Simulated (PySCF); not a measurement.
## $^{31}$P chemical shifts

PySCF 2.14 calculation with geometry from GFN2-xTB and NMR shieldings at PBE0/pcSseg-1/GIAO; no relativistic terms, one computed conformer, no solvent model, averaged over atoms made equivalent by symmetry, fast rotation or ring inversion.

Shieldings were converted by a linear fit to measured shifts: $^{31}$P (scatter 18.1 ppm rms vs H3PO4, solution or neat liquid). A few per cent of atoms miss by over 2 rms, more outside the fitted compound classes.

(1) Give the $^{31}$P shifts of `CCP1CC(C)=C(C)C1`, `O=[P@H]1C[C@@H](c2ccccc2)C1`, `C1C[C@H]2CCC[C@@H](C1)P2`, `OCP1Cc2ccccc2C1`.

(2) Match the shifts 259.2, 38.7, 19.0, -18.1, -49.9, -205.5 ppm to `C=CC1C=CP(C(C)=O)C=C1`, `C=CP1CCC(C)CC1`, `CC(C)=PC1CCCC1`, `CC=[P@]1(C)CC=C(C)C1`, `C=P1(C(C)C)CC=CC1`, `C=CC[Si](P)(P)Cl`.

## Answers

(1) 
```
                   compound                                           environment  δ (ppm)
           CCP1CC(C)=C(C)C1        phosphorus bonded to 3 C, in a 5-membered ring    -29.2
O=[P@H]1C[C@@H](c2ccccc2)C1  phosphorus bonded to 2 C, O, H, in a 4-membered ring    -12.9
   C1C[C@H]2CCC[C@@H](C1)P2     phosphorus bonded to 2 C, H, in a 6-membered ring    -56.9
            OCP1Cc2ccccc2C1        phosphorus bonded to 3 C, in a 5-membered ring    -26.2
```

(2) 259.2: CC(C)=PC1CCCC1 (phosphorus bonded to 2 C); 38.7: C=P1(C(C)C)CC=CC1 (phosphorus bonded to 4 C, in a 5-membered ring); 19.0: CC=[P@]1(C)CC=C(C)C1 (phosphorus bonded to 4 C, in a 5-membered ring); -18.1: C=CC1C=CP(C(C)=O)C=C1 (phosphorus bonded to 3 C, in a 6-membered ring); -49.9: C=CP1CCC(C)CC1 (phosphorus bonded to 3 C, in a 6-membered ring); -205.5: C=CC[Si](P)(P)Cl (phosphorus bonded to Si, 2 H).
